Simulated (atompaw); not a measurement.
## Cutoff test, carbon (C), PAW (atompaw)

* Element: C
* Generator: atompaw 4.2.0.5
* Type: PAW
* Functional: LDA (PW92)
* Relativity: scalar-relativistic
* Frozen core: [He]
* Valence charge: 4
* Reference configuration: 2s1.75 2p2.25
* Partial waves: 2s (bound): rc 2.35 bohr; 2s channel at 4.15 Ry: rc 2.35 bohr; 2p (bound): rc 2.35 bohr; 2p channel at -0.1 Ry: rc 2.35 bohr; 3d channel at 0.35 Ry: rc 2.35 bohr
* Local potential: bessel scheme, radius 2.20 bohr
* Core correction: smooth core density matched at 1.40 bohr
* Augmentation charge: besselshape compensation charge, radius 2.05 bohr; PAW radius 2.35 bohr; waves and projectors: custom rrkj gramschmidtortho

The pseudo-atom Hamiltonian at the reference potential is diagonalised in spherical Bessel functions j_l(qr) that vanish at 20 bohr, with q² up to the cutoff. All-electron valence levels (Ry): 2s -1.0109, 2p -0.4059.

**Question.** How do the lowest levels (Ry) of each channel move with the cutoff, and are there ghosts?

**Answer.**

```
cutoff (Ry)     s #1     s #2     p #1    p #2    d #1    d #2    f #1  Σ f·Δε (mRy)
          8  -1.0101  -0.0116  -0.3816  0.0348  0.0735  0.1734  0.1173          56.0
         10  -1.0108  -0.0116  -0.3993  0.0343  0.0735  0.1734  0.1173          15.0
         12  -1.0109  -0.0116  -0.4047  0.0340  0.0735  0.1734  0.1173           2.9
         15  -1.0109  -0.0116  -0.4057  0.0340  0.0735  0.1733  0.1173           0.4
         18  -1.0109  -0.0116  -0.4057  0.0340  0.0735  0.1733  0.1173           0.4
         21  -1.0109  -0.0116  -0.4058  0.0340  0.0735  0.1733  0.1173           0.2
        400  -1.0109  -0.0116  -0.4059  0.0340  0.0735  0.1733  0.1173           0.0
```

Result: no extra level below or beside the all-electron valence levels (s, p, d, f tested); 10 mRy is reached at 12 Ry and 1 mRy at 15 Ry.
